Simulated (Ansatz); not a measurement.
A run for Ansatz (an electronic-structure program): U-PBE0/def2-TZVPP on ZnGe, 2S+1 = 3, a spin state set in the input, which need not be the lowest.

Ansatz 0.2 input:
```yaml
crystal:
  periodic: [false, false, false]
  atoms:
    - {symbol: Zn, position_ang: [0.00000000, 0.00000000, 0.00000000]}
    - {symbol: Ge, position_ang: [0.00000000, 0.00000000, 2.29900000]}
basis:
  gaussian:
    orbitals: def2-TZVPP
hamiltonian:
  xc: {name: PBE0}
magnetization: {spin_polarized: true, initial_magnetization: 2}
relax: {f_tol: 0.002, max_steps: 120}
```

Task: Give the final energy of this run.

Result: -3855.8319 hartree.

Task: How many basis functions does it have, and what does it roughly cost on one machine?

Result: 112 functions; about 24 core-seconds (a rough figure).
